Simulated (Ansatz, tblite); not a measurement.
Cost and result up the ladder for Au₂Se⁺ (3 atoms). The state is a doublet with charge 1. Geometry: r2SCAN-D4/def2-TZVP.

```xyz
3

Au    0.911    1.129    1.061
Au   -0.828   -0.235   -1.578
Se   -0.083   -0.894    0.517
```

Ansatz on 4 threads of Intel Xeon on a shared host; xTB runs through tblite on one thread. Times are rough, summed over both states, and most runs start from the orbitals of an earlier one. CCSD(T)/def2-TZVP serves as the yardstick here, not as an exact answer. The other state is a quartet at its own geometry.

In the def2 sets Au takes a core potential; there is no spin–orbit coupling. The xTB rows come from tblite. LC-ωPBE has ω = 0.4 bohr⁻¹. HSE06 is defined as in plane-wave codes, on full-range PBE exchange. Correlated methods freeze 9 core orbitals; core or outer-core shells of Au, Se are correlated, in sets that lack core-valence functions. The structure comes from a short search, and lower isomers may exist.

xTB has no spin-polarisation term.

```json
{"level": "GFN2-xTB", "functions": "27", "wall time": "0.016 s"}
{"level": "GFN1-xTB", "functions": "27", "wall time": "0.037 s"}
{"level": "revPBE-D4/def2-TZVP", "functions": "128", "wall time": "13 s"}
{"level": "PBE-D4/def2-TZVP (with forces)", "functions": "128", "wall time": "15 s"}
{"level": "HSE06-D4/def2-TZVP", "functions": "128", "wall time": "22 s"}
{"level": "RPA@PBE/def2-TZVP", "functions": "128", "wall time": "22 s"}
{"level": "r2SCAN-D4/def2-TZVP", "functions": "128", "wall time": "26 s"}
{"level": "LC-ωPBE/def2-TZVP", "functions": "128", "wall time": "26 s"}
{"level": "BHLYP-D4/def2-TZVP", "functions": "128", "wall time": "29 s"}
{"level": "PBE-QIDH/def2-TZVP", "functions": "128", "wall time": "36 s"}
{"level": "PBE0-D4/def2-TZVP", "functions": "128", "wall time": "40 s"}
{"level": "CCSD(T)/def2-TZVP", "functions": "128", "wall time": "3.2 min"}
```

Problem. Estimate what each level gives for the quartet − doublet (eV).

Solution. 
```csv
level,quartet − doublet (eV),difference from CCSD(T)/def2-TZVP (eV)
GFN2-xTB,2.81,0.64
GFN1-xTB,1.77,-0.40
revPBE-D4/def2-TZVP,1.92,-0.26
PBE-D4/def2-TZVP (with forces),1.91,-0.26
HSE06-D4/def2-TZVP,2.07,-0.11
RPA@PBE/def2-TZVP,2.00,-0.18
r2SCAN-D4/def2-TZVP,1.92,-0.25
LC-ωPBE/def2-TZVP,2.34,0.16
BHLYP-D4/def2-TZVP,2.23,0.05
PBE-QIDH/def2-TZVP,2.22,0.04
PBE0-D4/def2-TZVP,2.08,-0.10
CCSD(T)/def2-TZVP,2.17,0.00
```
